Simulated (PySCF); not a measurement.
## Working out the ionisation energy of Cu

Cu [Ar] 3d10 4s1 (2S) → Cu+ [Ar] 3d10 (1S). All numbers are calculated (PySCF 2.14, the spin-free X2C one-electron Hamiltonian (Gaussian nucleus), in x2c-SVPall (5s3p3d1f, 36 functions)). Frozen: [Ar]. Energies in hartree (1 hartree = 27.21139 eV):

```tsv
part	Cu (lower)	Cu+ (upper)
UHF	-1652.840699	-1652.599591
CCSD correlation	-0.261499	-0.242422
(T)	-0.014532	-0.010667
```

**Question.** What does Hartree-Fock give?

**Answer.** (-1652.599591) − (-1652.840699) = 0.241108 hartree = 6.561 eV.

**Question.** What do CCSD and CCSD(T) give?

**Answer.** The CCSD correlation energies differ by 0.019077 hartree = 0.519 eV and the triples by 0.003865 hartree = 0.105 eV, so CCSD gives 7.080 eV and CCSD(T) 7.185 eV.

Measured between the centres of the two terms (NIST): 7.726 eV, so CCSD(T) (valence) is off by -0.541 eV.

A double-zeta basis recovers only part of the correlation energy.

What remains against the reference includes basis incompleteness, the frozen core and higher excitations.
